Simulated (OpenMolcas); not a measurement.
A calculation on Mn6+.

```yaml
Program: OpenMolcas
Method: CASSCF
Basis: ANO-RCC-VTZP [6s5p3d2f1g]
Scalar_Hamiltonian: DKH2, point nucleus
Active_space: 1 electron in 5 orbitals (3d)
State_averaging: 2S+1 = 2 even, 5 roots
Spin-orbit_coupling: state interaction with AMFI integrals over the reference wave functions, term energies averaged over their components
```

Question: Which level of the active space comes out lowest?

Answer: 3d ²D_3/2, with 100 % of that term; it is also the measured ground level.

Question: How high does 3d ²D_5/2 lie?

Answer: 1329 cm⁻¹ above the lowest level; measured 1350 cm⁻¹ above the ground level, so the calculation is off by -2 %.

Measured values: Corliss and Sugar, J. Phys. Chem. Ref. Data 6, 1253 (1977).

With one active electron the reference holds no correlation, so core polarisation is missing. Measured partners are found by configuration, term and J. A level has none where our copy of the source lacks it or the pairing is in doubt (some pairs that miss far off the trend of their configuration count as doubtful), and it then counts in no deviation. Levels of configurations outside the active space are missing.
